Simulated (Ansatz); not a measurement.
Molecule: TaF$_{2}$, charge 0, multiplicity 4. The spin state was set by rule; other spins were not relaxed. SMILES: [F][Ta][F]
Geometry: optimised at B3LYP-D3(BJ)/def2-TZVP (Ansatz, a quantum-chemistry and plane-wave program).

Quantity: vertical electron affinity (to the triplet state of charge -1; a negative value means that the extra electron is unbound and the number depends on the basis; each state is the SCF solution reached for its spin; the UHF <S^2> is 2.13 for the triplet (pure: 2.00); for the triplet the Hartree-Fock reference is unstable and T1 is 0.031), in eV. UHF or UKS for open shells. Spin-orbit coupling is left out. Past Kr the def2 sets carry scalar-relativistic core potentials. Anions need diffuse functions: def2-D sets add few. 

```csv
level,program,vertical electron affinity (eV)
SVWN5/def2-TZVPD,Ansatz,1.57
PBE/def2-TZVPD,Ansatz,1.19
B3LYP/def2-TZVPD,Ansatz,1.39
PBE0/def2-TZVPD,Ansatz,1.07
BHLYP/def2-TZVPD,Ansatz,1.15
CAM-B3LYP/def2-TZVPD,Ansatz,1.32
wB97M-V/def2-TZVPD,Ansatz,1.34
wB97X-V/def2-TZVPD,Ansatz,1.25
wB97X/def2-TZVPD,Ansatz,1.75
```
